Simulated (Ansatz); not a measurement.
The cluster Mg4, relaxed as a triplet with UKS r2SCAN/def2-TZVP in Ansatz, starting from the r2SCAN/def2-TZVP geometry of the neutral singlet. Force threshold 0.02 eV/Å.

The relaxation made no stability test and no search for a lower SCF solution. At r2SCAN/def2-TZVP a singlet of charge 0 lies 0.99 eV below the triplet, each at its own geometry. The structure comes from a short search, and lower isomers may exist.

Start:

```xyz
4

Mg    1.632    0.838   -0.282
Mg   -0.042   -1.603   -0.935
Mg   -1.372    1.099   -0.596
Mg   -0.218   -0.335    1.812
```

| step | energy (eV) | largest force component (eV/Å) | SCF passes |
| --- | --- | --- | --- |
| 1 | -21772.9670 | 0.388 | 54 |
| 2 | -21773.1525 | 0.238 | 28 |
| 3 | -21773.2611 | 0.046 | 27 |
| 4 | -21773.2665 | 0.011 | 22 |
| 5 | -21773.2670 | 0.021 | 23 |
| 6 | -21773.2693 | 0.027 | 23 |
| 7 | -21773.2739 | 0.045 | 28 |
| 8 | -21773.2938 | 0.072 | 29 |
| 9 | -21773.3108 | 0.202 | 33 |
| 10 | -21773.3558 | 0.121 | 29 |
| 11 | -21773.3865 | 0.117 | 30 |
| 12 | -21773.4123 | 0.089 | 30 |
| 13 | -21773.4241 | 0.078 | 30 |
| 14 | -21773.4280 | 0.051 | 28 |
| 15 | -21773.4301 | 0.023 | 26 |
| 16 | -21773.4305 | 0.002 | 26 |
| 17 | -21773.4305 | 0.003 | 26 |

Force components are those of the run's own axes.

End:

Cartesian coordinates in Å:
```
Mg 1.505 -0.148 0.165
Mg 0.149 -1.037 -2.290
Mg -1.510 0.114 -0.150
Mg -0.145 1.071 2.275
```

Bonds lost: Mg2–Mg4 (atoms count from 1).

The force fell under the threshold at step 4, but the optimiser went on and released 0.164 eV more. No frequencies were taken in this run, so the end may be a saddle point.

Run time 77 s (4 threads of Arm Neoverse N1 on a shared host).
